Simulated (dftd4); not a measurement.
C2H3O2 (SMILES CC(=O)[O-]), charge -1, singlet, at a GFN2-xTB geometry; D4 for b97d (dftd4).

The dftd4 input:
```
$ dftd4 mol.xyz --func b97d --charge -1 --json dftd4.json --noedisp

# file mol.xyz
7

C     -0.16228820     0.14818763     0.00305258
O      0.17780874     1.33984311     0.01312832
O     -1.30364870    -0.33530105     0.00779082
C      1.02007253    -0.90771354    -0.01892695
H      1.98364113    -0.40014653    -0.02183719
H      0.94596316    -1.54921181     0.85894237
H      0.93040944    -1.52982261    -0.90921207
```

### Question
Predict the main parts of the log of this dftd4 run.

### Answer

```
                    ____  _____ _____     ____  _  _
      -------------|  _ \|  ___|_   _|---|  _ \| || |------------
     |             | | | | |_    | | ___ | | | | || |_           |
     |             | |_| |  _|   | ||___|| |_| |__   _|          |
     |             |____/|_|     |_|     |____/   |_|            |
     |             ===================================           |
     |            E. Caldeweyher, S. Ehlert & S. Grimme          |
     |          Mulliken Center for Theoretical Chemistry        |
     |                    University of Bonn                     |
      -----------------------------------------------------------

Rational (Becke-Johnson) damping: b97d-D4-ATM
---------------------
  s6         1.0000
  s8         1.6946
  s9         1.0000
  a1         0.2890
  a2         4.1341
 alp        16.0000
--------------------

Dispersion energy:      -1.7355663919029E-02 Eh

[Info] JSON dump of results written to 'dftd4.json'
```
